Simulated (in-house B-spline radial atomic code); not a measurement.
Configurations of neutral iron, with energies counted from [Ar] 3d6 4s2. Method: scalar-relativistic (X2C) Hartree-Fock, spin-polarised, averaged over the determinants with the given up and down occupations, Fermi nucleus of rms radius 3.7377 fm. Calculated with a B-spline radial code for spherical atoms. Shells without spins written out take the highest spin.

Occupations are held fixed; configurations that lie above the ionisation limit could autoionise.

| configuration | E - E(ref) (eV) | highest orbital | its <r> (bohr) |
| --- | --- | --- | --- |
| [Ar] 3d5 4s2 5p1 | 6.6331 | 5p up | 11.13 |
| [Ar] 3d5 4s2 4d1 | 6.817 | 4d up | 9.993 |
| [Ar] 3d5 4s2 4f1 | 7.5203 | 4f up | 17.97 |
| [Ne] 3s2 3p5 3d6 4s2 5p1 | 61.509 | 5p up | 11.11 |
| [Ne] 3s2 3p5 3d6 4s2 4d1 | 61.695 | 4d up | 9.981 |
| [Ne] 3s2 3p5 3d6 4s2 5f1 | 62.706 | 5f up | 31.45 |
| [Ne] 3s2 3p(3 up, 2 down) 3d(2 up, 4 down) 4s2 5f(1 up, 0 down) | 76.029 | 5f up | 31.44 |

Q: Order these further configurations by energy, lowest first.
A. [Ne] 3s2 3p5 3d6 4s2 5d1
B. [Ar] 3d(4 up, 2 down) 4s2
C. [Ar] 3d6 4s1 4f1
D. [Ar] 3d(4 up, 3 down) 4s(1 up, 0 down)
E. [Ne] 3s2 3p5 3d6 4s2 5s1

A: B (3.833 eV), D (5.2295 eV), C (5.5832 eV), E (60.705 eV), A (62.378 eV).

Q: How far above the reference does [Ar] 3d(3 up, 3 down) 4s2 lie?

A: 5.1214 eV; its least bound orbital is 4s up with <r> = 3.202 bohr.

Q: How far above the reference does [Ar] 3d6 4s1 5p1 lie?

A: 4.7659 eV; its least bound orbital is 5p up with <r> = 11.63 bohr.

Q: How far above the reference does [Ar] 3d(1 up, 5 down) 4s(0 up, 1 down) 5p(1 up, 0 down) lie?

A: 4.9616 eV; its least bound orbital is 5p up with <r> = 12.97 bohr.
